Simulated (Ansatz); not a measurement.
Reaction R1 → P1 + 2 P2, each structure at its B3LYP-D3(BJ)/def2-TZVP stationary point, reached from a drawn start (curvature not checked).
P1: O2Si (SMILES O=[Si]=O), charge 0, multiplicity 1.
R1, H4O4Si (SMILES O[Si](O)(O)O) (charge 0, multiplicity 1, Z-matrix in Å and degrees):
```
Si
O 1 1.6355
H 2 0.9604 1 117.22
O 1 1.6355 2 106.44 3 160.93
H 4 0.9605 1 117.21 2 -36.95
O 1 1.6355 2 106.44 3 36.96
H 6 0.9604 1 117.22 2 -160.93
O 1 1.6355 2 115.73 3 -81.06
H 8 0.9604 1 117.22 2 -81.06
```
P2: H2O (SMILES O), charge 0, multiplicity 1.

P less R. No zero-point or thermal terms. One arrangement of each flexible species, with no search for the lowest.

Correlated levels freeze the cores.

The values were computed with Ansatz (a quantum-chemistry and plane-wave program). No computed number here is a measurement.

Total energies in hartree:

| structure | PBE/def2-TZVPP | B3LYP/def2-TZVPP | CCSD(T)/cc-pV(T+d)Z |
|---|---|---|---|
| P1 | -439.734918 | -440.044677 | -439.330504 |
| R1 | -592.700382 | -593.193494 | -592.220195 |
| P2 | -76.380147 | -76.466662 | -76.332115 |

Q: Work out the reaction energy at each level in eV (1 hartree = 27.21139 eV), and say how far PBE/def2-TZVPP lies from CCSD(T)/cc-pV(T+d)Z.

A: 
- PBE/def2-TZVPP: 2 × (-76.380147) + (-439.734918) − (-592.700382) = 0.205170 hartree = 5.583 eV
- B3LYP/def2-TZVPP: 2 × (-76.466662) + (-440.044677) − (-593.193494) = 0.215493 hartree = 5.864 eV
- CCSD(T)/cc-pV(T+d)Z: 2 × (-76.332115) + (-439.330504) − (-592.220195) = 0.225461 hartree = 6.135 eV
PBE/def2-TZVPP less CCSD(T)/cc-pV(T+d)Z: -0.552 eV. CCSD(T)/cc-pV(T+d)Z is the level counted from, the highest shown, and no exact or measured value.
